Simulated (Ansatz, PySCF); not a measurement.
H2O2S2, SMILES OSSO. Atoms are numbered in the order given.

```xyz
6

O      1.8564    -0.4215    -0.6811
S      0.9211     0.4132     0.4561
S     -0.9211    -0.4132     0.4561
O     -1.8564     0.4215    -0.6811
H      1.7944     0.0727    -1.5139
H     -1.7944    -0.0727    -1.5139
```

The structure is a stationary point at B3LYP-D3(BJ)/def2-SVP. The values are those of a single conformer.

Two levels are set side by side: PBE-D3(BJ)/def2-SVP (Ansatz, a program for electronic structure) and B3LYP-D3(BJ)/def2-SVP (Ansatz). Each level has its own optimised geometry; the coordinates shown are those of the second. Frequencies come from the Hessian of PySCF at each geometry. Differences are taken from unrounded values.

| quantity | B3LYP-D3(BJ) | PBE-D3(BJ) | PBE-D3(BJ) minus B3LYP-D3(BJ) |
|---|---|---|---|
| mean bond length (Å) | 1.469 | 1.478 | 0.009 |
| bond O1–S2 (Å) | 1.693 | 1.710 | 0.017 |
| bond S2–S3 (Å) | 2.019 | 2.010 | -0.009 |
| bond S3–O4 (Å) | 1.693 | 1.710 | 0.017 |
| bond O1–H5 (Å) | 0.970 | 0.980 | 0.010 |
| bond O4–H6 (Å) | 0.970 | 0.980 | 0.010 |
| highest harmonic wavenumber (cm⁻¹) | 3765 | 3647 | -118 |
| mean harmonic wavenumber (cm⁻¹) | 1105 | 1068 | -37 |
| zero-point energy (kcal/mol) | 18.95 | 18.32 | -0.63 |

GGA bonds tend to be longer and softer than those of functionals with exact exchange. Differences between two approximate levels are no errors against the true value.
